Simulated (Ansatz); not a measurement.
Reaction: C2H2B (SMILES BC#[C], doublet) → C2H2B (SMILES [BH]C#C, doublet)
Each species at its own B3LYP-D3(BJ)/def2-TZVP minimum (Ansatz, a first-principles code).

Total energies in hartree (Ansatz). Open shells are spin-unrestricted; no spin-orbit coupling. Correlated methods leave the cores frozen. No relativity. The UHF reference of C2H2B (BC#[C], doublet) is spin-contaminated (<S^2> up to 0.03 over the pure value in the sets run). The UHF reference of C2H2B ([BH]C#C, doublet) is spin-contaminated (<S^2> up to 0.18 over the pure value in the sets run).

```csv
species,HF/cc-pVTZ,CCSD(T)/cc-pVTZ,HF/cc-pVQZ,CCSD(T)/cc-pVQZ,CCSDT(Q)/cc-pVTZ
"1: C2H2B (SMILES BC#[C], doublet)",-101.45202,-101.84902,-101.45832,-101.87486,-101.85320
"2: C2H2B (SMILES [BH]C#C, doublet)",-101.48905,-101.89827,-101.49536,-101.92516,-101.90098
```

Question: Work out the isomerisation energy (electronic) in kcal/mol: take Hartree-Fock from cc-pVQZ, extrapolate the CCSD(T) correlation energy as X^-3 (X = 3, 4), and add CCSDT(Q) - CCSD(T) in cc-pVTZ. 1 hartree = 627.51 kcal/mol.

Answer: 
Species 1: correlation (64·(-0.41654) - 27·(-0.39700))/37 = -0.43080; step -0.00418; E1 = -101.45832 + (-0.43080) + (-0.00418) = -101.89330
Species 2: correlation (64·(-0.42980) - 27·(-0.40922))/37 = -0.44482; step -0.00271; E2 = -101.49536 + (-0.44482) + (-0.00271) = -101.94289
-1·E1 +1·E2 = -0.04959 hartree = -31.1 kcal/mol.
